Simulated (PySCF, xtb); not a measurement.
C₃H₃, SMILES [CH]1[CH][CH]1 (connectivity only; charge and spin as stated), neutral, multiplicity 2.

Harmonic wavenumbers (cm⁻¹) from GFN2-xTB (xtb) at its own minimum, in rising order: 598, 700, 725, 905, 908, 919, 952, 1280, 1704, 3001, 3203, 3229.

**Question.** What does PBE-D3(BJ)/def2-TZVP (PySCF) give at its own minimum? (An estimate is asked for; the answer gives what the named calculation found.)

**Answer.** 582, 657, 843, 884, 940, 943, 992, 1218, 1623, 2999, 3168, 3212. Paired by order, the mean absolute difference is 41 cm⁻¹ and the zero-point energies are 25.9 and 25.8 kcal/mol.
